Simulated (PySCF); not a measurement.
Working out the ionisation energy of Ru

Ru [Kr] 4d7 5s1 (5F) → Ru⁺ [Kr] 4d7 (4F). All numbers are calculated (PySCF 2.14, scalar relativity by spin-free X2C-1e, in ANO-RCC-VTZP (7s6p4d2f1g, 68 functions)). Frozen: [Ar] 3d10. Energies in hartree (1 hartree = 27.21139 eV):

```tsv
part	Ru (lower)	Ru⁺ (upper)
UHF	-4527.854135	-4527.622216
MP2 opposite-spin	-0.325828	-0.307621
MP2 same-spin	-0.169047	-0.147488
```

**Question.** What does Hartree-Fock give?

**Answer.** (-4527.622216) − (-4527.854135) = 0.231919 hartree = 6.311 eV.

**Question.** What do MP2 and SCS-MP2 (6/5 opposite-spin, 1/3 same-spin) give?

**Answer.** The opposite-spin parts differ by 0.495 eV and the same-spin parts by 0.587 eV. MP2: 6.311 + (0.495) + (0.587) = 7.393 eV. SCS-MP2: 6.311 + 1.2 × (0.495) + (0.587)/3 = 7.101 eV.

Measured between the centres of the two terms (NIST): 7.365 eV, so MP2 (valence and next inner shell) is off by 0.028 eV.

What remains against the reference includes basis incompleteness, the frozen core and correlation beyond second order.
